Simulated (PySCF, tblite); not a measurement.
Isomers of C3H8F2N2Si2, one GFN2-xTB conformer each. Single-point energies are computed at PBE0/pcSseg-1 (PySCF, gas phase, no added dispersion term), electronic only.

```tsv
SMILES	GFN2-xTB relative energy (kJ/mol)
N#CCC(F)(F)[SiH2][SiH2]N	262.0
N#CC[Si@H](F)N[SiH2]CF	0.0
```

Conformers: `[N:1]#[C:2][CH2:3][C:4]([F:5])([F:6])[SiH2:7][SiH2:8][NH2:9]` with C2–C3–C4–F5 -171°, C3–C4–Si7–Si8 -50°, C4–Si7–Si8–N9 57°, Si7–Si8–N9–H 45° and -176°; `[N:1]#[C:2][CH2:3][Si@H:4]([F:5])[NH:6][SiH2:7][CH2:8][F:9]` with C2–C3–Si4–F5 155°, C3–Si4–N6–Si7 166°, Si4–N6–Si7–C8 -1°, N6–Si7–C8–F9 60°.

What does PBE0/pcSseg-1 give for the same structures?

| SMILES | PBE0/pcSseg-1 E (Eh) | PBE0/pcSseg-1 (kJ/mol) | GFN2-xTB (kJ/mol) | point group |
| --- | --- | --- | --- | --- |
| N#CC[Si@H](F)N[SiH2]CF | -1006.64095 | 0.0 | 0.0 | C1 |
| N#CCC(F)(F)[SiH2][SiH2]N | -1006.54291 | 257.4 | 262.0 | C1 |

Both levels put the same isomer lowest. As drawn, the lower has an Si–F bond, which the higher lacks; the higher has two fluorines on one carbon and an Si–Si bond, which the lower lacks.

Which frontier levels, dipoles and rotational constants go with these structures?

| SMILES | HOMO (eV, PBE0/pcSseg-1) | LUMO (eV) | dipole (D) | A, B, C (MHz) |
| --- | --- | --- | --- | --- |
| N#CC[Si@H](F)N[SiH2]CF | -8.09 | 0.23 | 2.42 | 1914, 660.3, 555.0 |
| N#CCC(F)(F)[SiH2][SiH2]N | -7.82 | -0.62 | 2.90 | 1358, 945.7, 709.9 |

What happens when harmonic zero-point energies from GFN2-xTB frequencies are added?

```json
{"SMILES": "N#CC[Si@H](F)N[SiH2]CF", "ZPE (kJ/mol)": "284.8", "electronic (kJ/mol)": "0.0", "with ZPE (kJ/mol)": "0.0"}
{"SMILES": "N#CCC(F)(F)[SiH2][SiH2]N", "ZPE (kJ/mol)": "275.8", "electronic (kJ/mol)": "257.4", "with ZPE (kJ/mol)": "248.5"}
```

The zero-point energies span 9.0 kJ/mol. The order is unchanged.
